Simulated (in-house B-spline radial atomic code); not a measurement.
Binding energies in the technetium ion Tc⁵⁺

NIST's tabulated ground configuration is [Kr] 4d2; each binding energy is the energy of the ion with one electron taken from that subshell, relaxed, less that of the parent. Level of theory: Dirac-Hartree-Fock, average of configuration, Fermi nucleus of rms radius 4.41117 fm; calculated with a B-spline radial code for spherical atoms. Energies include first-order Breit, QED and recoil terms.

```csv
subshell,X-ray name,binding energy (eV),-ε (eV),relaxation (eV)
1s,K,21127,21241.2,55.4
2s,L1,3132.6,3165.1,26.8
2p1/2,L2,2878.6,2913.9,29.8
2p3/2,L3,2762.1,2794.9,29.0
3s,M1,630.2,639.3,8.3
3p1/2,M2,532.1,541.4,8.5
3p3/2,M3,512.1,520.7,8.2
4s,N1,150.9,152.3,1.3
4p1/2,N2,118.2,119.5,1.2
4p3/2,N3,115,116.1,1.1
4d,"N4,5",71.01,71.62,0.62
```

Relaxation = -ε minus the binding energy without Breit, QED and recoil terms.

Emission lines follow as differences of binding energies, with λ = 12398.42 eV·Å / E:

| line | holes | energy (eV) | wavelength (Å) |
| --- | --- | --- | --- |
| K-L3 | 1s → 2p3/2 | 18364.9 | 0.67512 |
| K-L2 | 1s → 2p1/2 | 18248.4 | 0.67943 |
| K-M3 | 1s → 3p3/2 | 20614.9 | 0.60143 |
| L1-M3 | 2s → 3p3/2 | 2620.5 | 4.7313 |
| L3-M1 | 2p3/2 → 3s | 2131.9 | 5.8157 |

Problem. What screening constant σ does Moseley's law, E = (3/4)·13.6057 eV·(Z - σ)², need for K-L3?

Solution. σ = 0.58.

Moseley's non-relativistic formula needs a falling, then negative, screening constant for heavy elements, because relativity binds the 1s electron more strongly than the formula allows.

Problem. What does it cost to remove both a 4s and a 4p1/2 electron?

Solution. 287.16 eV, which is 18.06 eV more than the two single binding energies together.

Problem. What does it cost to remove both a 3s and a 4d electron?

Solution. 721.69 eV, which is 20.46 eV more than the two single binding energies together.

Problem. What does it cost to remove both a 3p3/2 and a 4d electron?

Solution. 603.51 eV, which is 20.43 eV more than the two single binding energies together.
